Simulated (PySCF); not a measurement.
A calculated (UHF, PySCF 2.14, cc-pVTZ-DK, scalar relativity by spin-free X2C-1e) atom or ion has these occupied shells.

```tsv
shell	electrons	orbital energy (eV)	rms radius, mean of both spins (bohr)
1s α	1	-8404.9	0.0624
1s β	1	-8404.9	0.0624
2s α	1	-1053.3	0.265
2s β	1	-1052.3	0.265
2p α	3	-902.70	0.238
2p β	3	-901.74	0.238
3s α	1	-139.70	0.801
3s β	1	-137.01	0.801
3p α	3	-94.250	0.857
3p β	3	-91.034	0.857
3d α	5	-21.503	1.20
3d β	4	-19.932	1.20
```

(1) Name the element and its charge.

## Answers

(1) Ni⁺ (nickel, charge +1), in [Ar] 3d9, 2D determinant.
